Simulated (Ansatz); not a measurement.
[GeH5]- (GeH5⁻). Total charge -1; singlet. Geometry PBE0-D4/def2-TZVPD; atoms count from 1.

```xyz
6

Ge    0.000    0.000    0.000
H    -0.579   -1.196    1.102
H     0.580    1.196   -1.102
H    -0.604   -0.823   -1.211
H     1.483   -0.275    0.483
H    -0.880    1.097    0.728
```

The highest occupied level of the charge -1 singlet lies above zero (up to 0.21 eV). By energy differences its removal costs 1.81 eV (vertical, to the charge 0 doublet, at PBE0-D4/def2-TZVPD); a positive level beside a positive removal energy at the same level points to self-interaction error.

Estimate the Mulliken populations from the PBE0/def2-TZVPD orbitals of Ansatz.


| atom | charge (e) |
| --- | --- |
| Ge1 | -1.30 |
| H2 | 0.07 |
| H3 | 0.07 |
| H4 | 0.06 |
| H5 | 0.06 |
| H6 | 0.06 |
Mulliken values and Mayer orders depend strongly on the basis. With diffuse functions, as here, like atoms can get unlike values, and bond orders can come out too low or too high.
